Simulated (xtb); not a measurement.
xtb input:

```bash
xtb mol.xyz --gfnff --opt tight --chrg 0 --uhf 0
```
mol.xyz:
```
12

C     -1.64689942    -0.75780096     0.66812012
C     -0.45192723     0.18576980     0.66047501
O     -0.72986466     1.40683897    -0.00022564
C      0.73744896    -0.44877477    -0.04107498
F      1.81690886     0.38291310    -0.01106905
F      0.45756909    -0.70903630    -1.35158376
H     -1.40281960    -1.70258676     1.15859310
H     -1.97170223    -0.96286638    -0.35165578
H     -2.47648915    -0.30702054     1.21616471
H     -0.11987733     0.37249152     1.69151831
H     -1.51749609     1.79654677     0.39250015
H      1.02526641    -1.39133212     0.43343908
```

### Question
What final total energy does it print?

### Answer
-1.63332 Eh (GFN-FF).
